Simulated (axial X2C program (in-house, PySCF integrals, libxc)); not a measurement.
# Spin–orbit effects along a row: molecules with Be, MP2

Calculated with an in-house all-electron X2C program for linear molecules (integrals from PySCF), spin-free (one-electron X2C) or two-component (2c: spin–orbit coupling with atomic mean-field Coulomb and Gaunt terms, which also bring small scalar terms), in Dyall basis sets with cores contracted in-house; open shells are unrestricted.

Basis sets: Ag dyall-cv3z, Be dyall-cv3z, I dyall-cv3z, Pd dyall-cv3z, Rb dyall-cv3z, Sr dyall-cv3z. Frozen shells (counts by l): RbBe Rb 3s2p1d, Be 1s, 11 electrons correlated; BeSr Sr 3s2p1d, Be 1s, 12 electrons correlated; BePd Pd 4s3p1d, Be 1s, 12 electrons correlated; BeAg Ag 4s3p1d, Be 1s, 13 electrons correlated; BeI I 4s3p2d, Be 1s, 9 electrons correlated. Where the outer core of a metal is frozen, bonds come out longer and ionisation energies lower. Frozen cores can differ along the series, which adds to the trend.

```csv
molecule,spin-free state,Re (Å),ωe (cm⁻¹),De (eV),2c state,Re 2c (Å),ωe 2c (cm⁻¹),De 2c (eV)
RbBe,"M_S = 1/2, Λ = 0",3.710,96.6,n/a,Ω = 1/2,3.710,96.6,n/a
BeSr,"M_S = 0, Λ = 0",3.869,77.9,0.07,Ω = 0,3.869,77.9,0.07
BePd,"M_S = 0, Λ = 0",1.894,674.4,2.30,Ω = 0,1.893,674.1,2.30
BeAg,"M_S = 1/2, Λ = 0",2.153,471.2,1.11,Ω = 1/2,2.153,470.8,1.10
BeI,"M_S = 1/2, Λ = 0",2.183,625.3,2.81,Ω = 1/2,2.186,622.0,2.53
```

Work out the shifts from the spin-free to the two-component result.



```
molecule  2c state  ΔRe (Å)  Δωe (cm⁻¹)  ΔDe (eV)
    RbBe   Ω = 1/2    0.000         0.0       n/a
    BeSr     Ω = 0    0.000         0.0      0.00
    BePd     Ω = 0   -0.001        -0.3      0.00
    BeAg   Ω = 1/2    0.000        -0.4     -0.01
     BeI   Ω = 1/2    0.003        -3.3     -0.28
```

Shifts of one unit in the last digit are rounding.

Each entry is the lowest single determinant of a limited PBE0 search at one distance. De goes to single-determinant-based atoms at the same level (for ions the charge split of lowest energy) and is withheld (n/a) where an atom does not fit its ground term or J level. Main or longest-lived isotopes. One determinant is a doubtful description, or other states lie close, for RbBe, BeAg; these need not be ground states, and all values refer to the states named.
